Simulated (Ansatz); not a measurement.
Si₂O₂ (the lowest singlet isomer of a short search). The state is a singlet with charge 0. Geometry PBE0-D4/def2-TZVP, basis def2-TZVP, Ansatz.

```xyz
4

Si   -0.413    1.018    0.531
Si    0.413   -1.018   -0.531
O    -1.063   -0.195   -0.454
O     1.063    0.195    0.453
```

```tsv
run	HOMO (eV)	LUMO (eV)
A	-6.97	-2.37
B	-6.57	-2.75
C	-5.88	-3.23
D	-9.53	-0.19
E	-6.77	-2.54
F	-6.09	-3.15
```

LC-ωPBE has ω = 0.4 bohr⁻¹. B3LYP takes the VWN-RPA correlation. HSE06 is defined as in plane-wave codes, on full-range PBE exchange. The structure comes from a short search, and lower isomers may exist.

**Question.** The runs used B3LYP, HSE06, LC-ωPBE, PBE, PBE0, r2SCAN. Estimate which is which.

**Answer.** A PBE0 (25 % exact exchange); B HSE06 (range-separated); C PBE (0 % exact exchange); D LC-ωPBE (range-separated); E B3LYP (20 % exact exchange); F r2SCAN (0 % exact exchange). Exact exchange lowers occupied and raises empty levels; among semilocal functionals meta-GGAs tend to open the gap a little, and such runs are hard to tell apart. The gap grows from 2.65 eV (PBE) to 9.34 eV (LC-ωPBE).
